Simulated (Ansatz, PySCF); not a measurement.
The PySCF input:
```python
from pyscf import gto, scf, dft

mol = gto.Mole()
mol.atom = '''
    Zn   -0.000000   -0.000000   -0.048568
    H     0.000000    0.000000    1.457036
'''
mol.basis = 'aug-cc-pvdz'
mol.charge = 1
mol.spin = 0
mol.verbose = 4
mol.build()

mf = dft.RKS(mol)
mf.xc = 'pbe'
mf.grids.atom_grid = (99, 590)
mf.grids.prune = None
mf.kernel()
```

Problem. Give the equivalent Ansatz (an electronic-structure program) input.

Solution. One answer among several that fit: 
Ansatz 0.2 input:
```yaml
crystal:
  periodic: [false, false, false]
  atoms:
    - {symbol: Zn, position_ang: [-0.00000000, -0.00000000, -0.04856787]}
    - {symbol: H, position_ang: [0.00000000, 0.00000000, 1.45703598]}
basis:
  gaussian:
    orbitals: aug-cc-pVDZ
hamiltonian:
  xc: pbe
total_charge: 1
accuracy: high
```

Both were run: PySCF gave -1779.413254 Eh and Ansatz -1779.413253 Eh, 0.000 mEh apart.
